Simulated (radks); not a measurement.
The numbers below are computed, except where a source is named.
Excited configurations of Re XXXIV: one electron is placed in a higher orbital outside [Kr] 4d5. The ground configuration is [Kr] 4d6. Level of theory: scalar-relativistic Kohn-Sham, PBE, spin-polarised, spherical densities, point nucleus; open shells are filled with parallel spins first (spin-orbit coupling, left out, can overturn this in heavy ions) (a radial shooting solver on a logarithmic mesh with Libxc functionals). Excitation = E - E(ground); binding = E(ion) - E, where the ion is the core of charge +34; n* = 34/sqrt(2 binding) in atomic units. These energies are relativistic, and a one-electron ion of charge +34 with no core already has n* below n in this formula (scalar-relativistic equation, point nucleus: 4f 3.997, 5p 4.984, 5f 4.996, 6s 5.973, 6f 5.995, 7d 6.991). The quantum defect is therefore taken as that value minus n*, so that it holds no relativistic shift of the bare ion.

outer orbital  excitation (eV)  binding (eV)     n*  quantum defect  eigenvalue (eV)  <r> (bohr)
4f                      195.84        1209.7  3.606           0.391          -1181.8      0.4021
5p                      497.77        907.74  4.163           0.822          -893.58      0.7494
5f                      677.60        727.91  4.648           0.347          -713.93      0.7807
6s                      779.37        626.15  5.012           0.961          -618.32       1.120
6f                      912.23        493.28  5.647           0.348          -485.90       1.238
7d                      1021.2        384.33  6.397           0.594          -379.38       1.732

The Delta-SCF ionisation energy is 1405.5 eV (NIST Atomic Spectra Database: 1402 eV, theoretical). Self-interaction in the functional shifts the binding energies and quantum defects, so they are the method's values and not measured ones. Open shells are spherical and high-spin; term and fine-structure splittings are not resolved. Spin-orbit splitting is averaged out at the scalar-relativistic level.
